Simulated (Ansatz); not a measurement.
`[F][Ge][Cl]` + H₂O → `[OH][Ge][Cl]` + H–F at 700 K and 1 bar (formal hydrolysis of a Ge–F bond).

Gas-phase electronic energies from Ansatz, PBE0-D4/def2-TZVP geometries. CCSD(T)/CBS adds triple-zeta CCSD(T) − MP2 to the extrapolated MP2 energy (def2 sets, frozen cores). This one scheme is used for every species. For Ge outer-core shells are correlated without core-valence functions, which leaves a few kJ/mol of doubt a bond. Scalar relativity is left out up to krypton. One conformer a species, not always the lowest.

```csv
species,CCSD(T)/CBS energy (Eh),H − E (kJ/mol),S (J/(mol·K))
`[F][Ge][Cl]`,-2635.75718,42.1,335.3
H₂O,-76.37941,80.5,218.4
`[OH][Ge][Cl]`,-2611.73425,78.6,348.6
H–F,-100.39570,45.2,198.5
```

H − E and S are ideal-gas, rigid-rotor, harmonic terms from PBE0-D4/def2-TZVP, for one conformer and one mirror image of each species. 1 Eh = 2625.50 kJ/mol, R = 8.31446 J/(mol·K).

Question: By hand: ΔE, ΔH, ΔS and ΔG.

Answer: ΔE = (-2611.73425) + (-100.39570) − (-2635.75718) − (-76.37941) = 0.00664 Eh = 17.4 kJ/mol. Δ(H − E) = 78.6 + 45.2 − 42.1 − 80.5 = 1.2, so ΔH = 18.6 kJ/mol. ΔS = 348.6 + 198.5 − 335.3 − 218.4 = -6.6 J/(mol·K). ΔG = 18.6 − 700 × (-6.6)/1000 = 23.2 kJ/mol.

Question: By hand: the equilibrium constant, and the temperature at which ΔG would vanish if ΔH and ΔS stayed fixed.

Answer: log₁₀ K = −ΔG/(RT ln 10) = -1.7. ΔH and −TΔS have one sign here, so there is no such temperature.

The number of gas molecules stays the same, so ΔS is small and ΔH decides. A doubt of 5 kJ/mol in ΔE shifts log₁₀ K by 0.4 here. Other conformers and mirror images would add mixing entropy, several J/(mol·K) or more a flexible species. These are equilibria of isolated gas molecules and say nothing of rates. Largest T1 diagnostic: 0.014 (customary marks: 0.02 for closed shells, 0.045 for open ones).

ΔS is within the doubt of such terms, so its sign, and with it that verdict, could turn.
